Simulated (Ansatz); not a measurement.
Mo3Se5, relaxed as a singlet with RKS PBE-D4/def2-SVP in Ansatz, starting from the GFN1-xTB geometry. Force threshold 0.03 eV/Å.

In the def2 sets Mo takes a core potential; there is no spin–orbit coupling. The structure comes from a short search, and lower isomers may exist.

Start:

```xyz
8

Mo   -1.292    1.060    0.133
Mo    0.102   -0.969   -0.618
Mo    0.804    0.442    1.419
Se    1.201   -1.465   -2.682
Se   -1.297    0.957    2.588
Se   -2.476    2.361   -1.293
Se    2.951    0.777    2.057
Se    0.008   -3.162   -1.604
```

```tsv
step	energy (eV)	largest force component (eV/Å)	SCF passes
1	-332234.9143	1.980	69
2	-332235.2604	1.013	89
3	-332235.5154	0.625	56
4	-332235.7040	0.622	46
5	-332235.8640	0.331	46
6	-332236.0030	0.391	44
7	-332236.1031	0.239	46
8	-332236.2219	0.316	45
9	-332236.3390	0.319	44
10	-332236.4460	0.347	41
11	-332236.5122	0.206	38
13	-332236.5533	0.310	34
15	-332236.6357	0.371	37
17	-332236.9130	0.411	37
19	-332237.1650	0.554	37
21	-332237.3868	0.534	38
23	-332237.6682	0.392	41
25	-332238.0382	0.720	37
27	-332238.5978	0.781	37
29	-332239.0991	0.354	37
31	-332239.1580	0.197	38
33 (rejected)	-332239.1198	1.420	37
35	-332239.1877	0.016	31
```

Force components are those of the run's own axes.

End:

Cartesian coordinates in Å:
```
Mo -1.398 0.130 -0.150
Mo 0.468 -1.380 -0.671
Mo 0.732 -0.136 1.240
Se 2.701 -0.292 -0.835
Se -1.405 0.159 2.356
Se -1.430 1.991 -1.450
Se 2.203 1.660 0.541
Se -1.870 -2.133 -1.031
```

Bonds lost: Se4–Se8 (atoms count from 1). Bonds formed: Mo1–Se8, Mo3–Se4, Se4–Se7 (atoms count from 1). The end is the same structure that another start reached.

No frequencies were taken in this run, so the end may be a saddle point.

Hardware: 6 threads of Intel Xeon on a shared host. Wall time 5.2 min, peak host memory 0.71 GiB.
